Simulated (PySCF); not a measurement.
## Telling isomers of C6H6F2O apart by NMR

Computational details: PBE0/pcSseg-1 with gauge-including orbitals, geometry from GFN2-xTB, in PySCF (fast rotation and ring inversion assumed for equivalent nuclei, non-relativistic Hamiltonian, one conformer, no solvent).

Scale: 1H, 13C vs TMS (reference shieldings calculated alike). Splittings of carbon signals by F and P are missing where no couplings were computed. Where no couplings were computed, multiplicities follow the n + 1 count of equivalent neighbours, and m marks all less simple cases (inequivalent or close neighbours, rings, F or P nearby). Shifts are as computed. Against solution values, carbons near 30 ppm lie about +3 ppm off and those near 130 ppm about +5 ppm (rms about the fit 2.1 ppm; single classes can miss by 10 ppm). Of 1328 compounds with measured shifts, 309 miss one by over three times the rms of a fit or turn the order of signals round; such compounds aren't used in these exercises. Signals without a measured value on file couldn't be tested in this way; 1H shifts scatter by 0.2 ppm about their fit, and single ones miss by 0.5 ppm.

(1) Tabulate the signals of `FC/C(F)=C1/C=CCO1`, `FC(F)OC1C=CC=C1`, `C/C(=C\CF)C(F)=C=O`, `CO/C(F)=C/C#CCF` and their relative energies.

(2) What is the quickest way to tell FC/C(F)=C1/C=CCO1 from CO/C(F)=C/C#CCF?

(3) What is the quickest way to tell FC/C(F)=C1/C=CCO1 from FC(F)OC1C=CC=C1?

(4) What is the quickest way to tell FC(F)OC1C=CC=C1 from CO/C(F)=C/C#CCF?

Results:

(1) 
```json
{"SMILES": "FC/C(F)=C1/C=CCO1", "carbon types": "2×C 2×CH 2×CH2", "δC": "162.6, 150.2, 139.5, 130.4, 82.7, 81.1", "δH": "6.85 (m, 1H), 6.40 (m, 1H), 5.50 (m, 2H), 5.37 (m, 2H)", "E rel. (kcal/mol)": "7.6"}
{"SMILES": "FC(F)OC1C=CC=C1", "carbon types": "6×CH", "δC": "142.2, 140.9, 124.8, 85.7", "δH": "6.74 (m, 2H), 6.66 (m, 2H), 6.63 (m, 1H), 5.11 (m, 1H)", "E rel. (kcal/mol)": "0.0"}
{"SMILES": "C/C(=C\\CF)C(F)=C=O", "carbon types": "3×C 1×CH 1×CH2 1×CH3", "δC": "270.3, 133.2, 128.5, 123.9, 87.0, 13.1", "δH": "6.05 (m, 1H), 5.80 (m, 2H), 1.45 (s, 3H)", "E rel. (kcal/mol)": "23.3"}
{"SMILES": "CO/C(F)=C/C#CCF", "carbon types": "3×C 1×CH 1×CH2 1×CH3", "δC": "176.7, 94.6, 89.3, 74.4, 66.5, 55.1", "δH": "5.53 (m, 2H), 4.38 (m, 1H), 3.94 (s, 3H)", "E rel. (kcal/mol)": "40.2"}
```

Energies are electronic energies at PBE0/pcSseg-1 on these geometries, without zero-point or thermal terms, each for the one conformer computed, which needn't be the lowest.

(2) Both give the same number of carbon signals, but DEPT or the intensities differ. The first has an alkene CH at 139.5 ppm, the second an alkyne carbon (C) at 89.3 ppm. Their most deshielded carbons lie at 162.6 and 176.7 ppm. In the proton spectra the most deshielded non-exchanging signals are 6.85 (m, 1H) and 5.53 (m, 2H).

(3) Count the carbon signals: 6 against 4. The first has an alkene carbon bearing oxygen (C) at 162.6 ppm, the second an allylic sp3 CH bonded to O at 85.7 ppm. Their most deshielded carbons lie at 162.6 and 142.2 ppm.

(4) Count the carbon signals: 4 against 6. The first has an alkene CH at 142.2 ppm, the second an alkene carbon bearing oxygen (C) at 176.7 ppm. In the proton spectra the most deshielded non-exchanging signals are 6.74 (m, 2H) and 5.53 (m, 2H).
